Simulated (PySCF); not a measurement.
H6PSi, SMILES [PH3+][SiH3], charge +1.

The structure is a stationary point at B3LYP-D3(BJ)/def2-TZVP. The isomer is the one that the SMILES or the coordinates give; other isomers of the formula were not compared.

Two levels are set side by side: PBE/def2-TZVPD (PySCF) and M06-2X/def2-TZVPD (PySCF). Same geometry, gas phase. Differences are taken from unrounded values.

```
quantity                     M06-2X
---------------------------  ------
orbital gap (eV)              11.82
highest occupied level (eV)  -16.62
lowest empty level (eV)       -4.80
mean polarisability (bohr³)    48.0
```

Question: What does PBE give, and how far is it from M06-2X? (An estimate is asked for; the answer gives what the named calculation found.)

Answer: 
```
quantity                        PBE  PBE minus M06-2X
---------------------------  ------  ----------------
orbital gap (eV)               7.54             -4.28
highest occupied level (eV)  -14.12              2.50
lowest empty level (eV)       -6.58             -1.78
mean polarisability (bohr³)    49.9               1.9
```

Without exact exchange PBE keeps part of each electron's self-repulsion, which lifts occupied levels and narrows the gap. PBE's more diffuse valence density responds more strongly to a field. Differences between two approximate levels are no errors against the true value.

Rough cost on one machine, each run with all the roots and properties that it gave: M06-2X against PBE about 5 times.
